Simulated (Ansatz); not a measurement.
```yaml
crystal:
  periodic: [true, true, true]
  atoms:
    - {symbol: C, position_ang: [1.263816, 0.947366, 0.370187]}
    - {symbol: C, position_ang: [0.189305, -0.171373, 0.175233]}
    - {symbol: C, position_ang: [0.826843, -1.400099, -0.297499]}
    - {symbol: C, position_ang: [-0.563090, -0.334284, 1.496518]}
    - {symbol: O, position_ang: [-0.825583, 0.266954, -0.737706]}
    - {symbol: Si, position_ang: [-1.063378, 1.643732, -1.681751]}
    - {symbol: O, position_ang: [-2.392518, 1.299184, -2.476235]}
    - {symbol: H, position_ang: [2.026792, 0.621920, 1.057687]}
    - {symbol: H, position_ang: [1.735564, 1.196842, -0.571759]}
    - {symbol: H, position_ang: [0.800206, 1.841093, 0.773279]}
    - {symbol: H, position_ang: [0.073402, -2.182167, -0.501254]}
    - {symbol: H, position_ang: [1.504511, -1.728134, 0.390813]}
    - {symbol: H, position_ang: [1.343909, -1.174924, -1.278923]}
    - {symbol: H, position_ang: [-1.304944, -1.121566, 1.357174]}
    - {symbol: H, position_ang: [0.201813, -0.730685, 2.257331]}
    - {symbol: H, position_ang: [-0.995854, 0.496313, 1.885526]}
    - {symbol: H, position_ang: [-2.777938, 0.398320, -2.203262]}
basis:
  gaussian: {orbitals: STO-3G}
hamiltonian: {xc: {name: revPBE}, dispersion: d3bjatm}
scf: {lower_state_search: off}
output: {forces: true}
```

```sh
$ ansatz run in.yaml --threads 2 --pin off --events-out ev --progress --plain --max-ram 32768MiB --backend cpu
```

It prints (some lines left out):

```
Error: YAML parse error: error: line 2 column 3: crystal: missing field `lattice` (a structure is typed as `lattice` and `atoms`, a molecule's as `atoms` in Å alone, or read from a run's directory, `checkpoint`)
 --> <input>:2:3
1 | crystal:
2 |   periodic: [true, true, true]
3 |   atoms:
4 |     - {symbol: C, position_ang: [1.263816, 0.947366, 0.370187]}
```

Question: Something in this input is off. What?

Answer: The molecule is marked periodic without a cell. The program refused the input.
